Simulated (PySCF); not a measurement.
Species: C₄H₆NOS (doublet state).
Numbering: `[CH3:1]/[N:2]=[CH:3]/[C:4](=[O:5])[CH:6][SH:7]` (hydrogens: H8, H9, H10 on C1; H11 on C3; H12 on C6; H13 on S7)

Cartesian coordinates in Å at the GFN2-xTB level; atoms count from 1:
```xyz
13
C4H6NOS angstrom
C     -2.4377   -0.0676    0.2569
N     -1.0783   -0.0703   -0.1637
C     -0.1574    0.2222    0.6477
C      1.2533    0.2260    0.2364
O      2.1684    0.5129    1.0293
C      1.5475   -0.1122   -1.1147
S      3.1846   -0.0923   -1.5367
H     -2.5780    0.2063    1.3110
H     -2.9863    0.6276   -0.3806
H     -2.8481   -1.0627    0.0776
H     -0.3305    0.4900    1.6983
H      0.7936   -0.3662   -1.8338
H      3.4647    0.2781   -0.2452
```

The hyperfine couplings belong to this conformer and change with its torsions.

Method used: UKS B3LYP, pcH-1 on C H N O S, non-relativistic, mean-field spin-orbit, GIAO (PySCF 2.14.0). Isolated species at its GFN2-xTB geometry (one conformer only). Couplings are sensitive to structure, and on GFN2-xTB geometries they can be far from those on DFT ones. No stability test was run, so a lower SCF solution isn't excluded.

Q: Predict the first-order ENDOR lines of H12, H13, H8/H9/H10 and H11 under fast tumbling at B = 338.9 mT (X band).

A: ν± = |νn ± a/2|, one line for each electron-spin manifold; νn = |g_N| × 7.62259 MHz/T × B.

```tsv
nuclei	isotope	g_N	νn (MHz)	a_iso (MHz)	lower line (MHz)	upper line (MHz)
H12	1H	5.5857	14.43	-34.90	3.02	31.88
H13	1H	5.5857	14.43	-10.96	8.95	19.91
H8/H9/H10	1H	5.5857	14.43	5.97	11.45	17.41
H11	1H	5.5857	14.43	0.51	14.17	14.68
```

Q: Which pairs are centred on the nuclear Larmor frequency, and which on half the coupling?

A: Centred on νn, since |a| < 2νn: H13, H8/H9/H10 and H11. Centred on |a|/2 and split by 2νn: H12.

Q: At what field would the lower line of H12 fall to zero frequency?

A: Where νn = |a|/2, that is B = 17.45 MHz/(5.5857 × 7.62259 MHz/T) = 410 mT, as far as first order holds there.

Couplings of abundant isotopes left out: N2 (2.5 MHz).

Means are taken over nuclei equivalent by connectivity, which assumes that they swap fast. The three 1H nuclei of mean +6.0 MHz run from 0.0 to 9.0 MHz in the frozen geometry.

Largest spin populations (Mulliken): C6 (+0.48), S7 (+0.26) and O5 (+0.24). Three atoms exceed +0.15.
